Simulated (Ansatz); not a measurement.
System: MoH$_{3}$, net charge 0, quartet state. The spin state was set by rule; other spins were not relaxed. 
Structure (B3LYP-D3(BJ)/def2-TZVP (Ansatz, a first-principles code) minimum search):
```xyz
4

Mo    -0.0369    -0.0051     0.0162
H      1.1812    -0.3629     1.1493
H      0.1828     1.6015    -0.4996
H      0.1843    -1.0225    -1.3298
```
Charge 0, spin multiplicity 4.

Quantity: atomisation energy (electronic, to ground-state atoms), in kcal/mol. Correlated levels leave the core frozen unless marked. Open shells are spin-unrestricted. Spin-orbit coupling is left out. The frozen core is the preceding noble-gas configuration, with the filled d and f shells of earlier blocks. In def2 rows, elements after Kr have scalar-relativistic effective core potentials. The coupled-cluster limit lacks core correlation, which all-electron functionals hold. Basis-set limits of correlation are two-point, X^-3; Hartree-Fock from the larger set.

```tsv
level	program	atomisation energy (kcal/mol)
HF/def2-SVP	Ansatz	90.2
```

Task: What does CCSD(T)/CBS(def2-TZVPPD,def2-QZVPPD) (Ansatz) give?

Result: 174.7 kcal/mol, so HF/def2-SVP differs from it by -84.5 kcal/mol.
